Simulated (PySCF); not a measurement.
# [TiBr4]-: what the settings change

The complex [TiBr4]- (charge -1) contains Ti(III), shell d1. The structure is a PBE0-D3(BJ)/def2-SVP geometry optimised for multiplicity 2; coordination tetrahedral, point group D2d, metal–donor distances 2.42 Å.

```
5

Ti    0.0000    0.0000    0.0000
Br    1.4302    1.3777    1.3777
Br    1.4302   -1.3777   -1.3777
Br   -1.4302   -1.3777    1.3777
Br   -1.4302    1.3777   -1.3777
```

Method (PySCF 2.14, density fitting): CASSCF(1,5) with orbitals averaged over all microstates of the shell, strongly contracted NEVPT2 on the averaged canonical orbitals; basis x2c-TZVPall on the metal, x2c-SVPall elsewhere; spin-free X2C; IEF-PCM dichloromethane; spin-orbit coupling by state interaction with the mean-field operator over all roots.

Base run: NEVPT2 ground state 2B1 (from 2E), next 2A1 (from 2E) at 195, then 2B2 (from 2T2) at 5171 cm⁻¹, 10Dq(NEVPT2) 5531, ζ 65 cm⁻¹, g 1.863 1.973 1.973, μeff(300 K) 1.78 μB.

Problem. What happens with the basis x2c-TZVPall on all atoms?

Solution. NEVPT2 ground state 2B1 (from 2E), next 2A1 (from 2E) at 197, then 2B2 (from 2T2) at 4998 cm⁻¹, 10Dq(NEVPT2) 5346, ζ 65 cm⁻¹, g 1.858 1.972 1.972, μeff(300 K) 1.78 μB. It took 67 s against 30 s on a shared host of the same kind.

No frequencies were computed for the optimised geometry. Charge-transfer states lie outside this active space and may come lower than some of these levels. 2A1 (from 2E) (195 cm⁻¹) lies within 300 cm⁻¹ of 2B1 (from 2E) at NEVPT2 level, inside the method's error: they are parts of one split term, whose order is undecided, and g values and low-temperature moments can hang on it. NEVPT2 on the d shell alone tends to put d–d bands too high for such charged or covalently bound ions.
